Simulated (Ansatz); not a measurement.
`FBF` + `C[NH][GeH3]` → `C[N]([GeH3])BF` + H–F at 298.15 K and 1 bar (ligand exchange at a B–F bond).

Gas-phase electronic energies from Ansatz, PBE0-D4/def2-TZVP geometries. CCSD(T)/CBS adds triple-zeta CCSD(T) − MP2 to the extrapolated MP2 energy (def2 sets, frozen cores). This one scheme is used for every species. For Ge outer-core shells are correlated without core-valence functions, which leaves a few kJ/mol of doubt a bond. Scalar relativity is left out up to krypton. Each species was taken in one conformer, which may not be the lowest.

```tsv
species	CCSD(T)/CBS energy (Eh)	H − E (kJ/mol)	S (J/(mol·K))
`FBF`	-225.09427	57.8	244.5
`C[NH][GeH3]`	-2173.06430	220.1	309.9
`C[N]([GeH3])BF`	-2297.75856	242.9	360.9
H–F	-100.39570	33.5	173.6
```

H − E and S are ideal-gas, rigid-rotor, harmonic terms from PBE0-D4/def2-TZVP, for one conformer and one mirror image of each species. 1 Eh = 2625.50 kJ/mol, R = 8.31446 J/(mol·K).

**Question.** By hand: ΔE, ΔH, ΔS and ΔG.

**Answer.** ΔE = (-2297.75856) + (-100.39570) − (-225.09427) − (-2173.06430) = 0.00431 Eh = 11.3 kJ/mol. Δ(H − E) = 242.9 + 33.5 − 57.8 − 220.1 = -1.5, so ΔH = 9.8 kJ/mol. ΔS = 360.9 + 173.6 − 244.5 − 309.9 = -19.9 J/(mol·K). ΔG = 9.8 − 298.15 × (-19.9)/1000 = 15.7 kJ/mol.

**Question.** By hand: the equilibrium constant, and the temperature at which ΔG would vanish if ΔH and ΔS stayed fixed.

**Answer.** log₁₀ K = −ΔG/(RT ln 10) = -2.8. ΔH and −TΔS have one sign here, so there is no such temperature.

TΔS isn't small against ΔH here. A doubt of 5 kJ/mol in ΔE shifts log₁₀ K by 0.9 here. Other conformers and mirror images would add mixing entropy, several J/(mol·K) or more a flexible species. Modes under 60 cm⁻¹, often nearly free rotors, make the harmonic entropy too high. These are equilibria of isolated gas molecules and say nothing of rates. Largest T1 diagnostic: 0.013 (customary marks: 0.02 for closed shells, 0.045 for open ones).
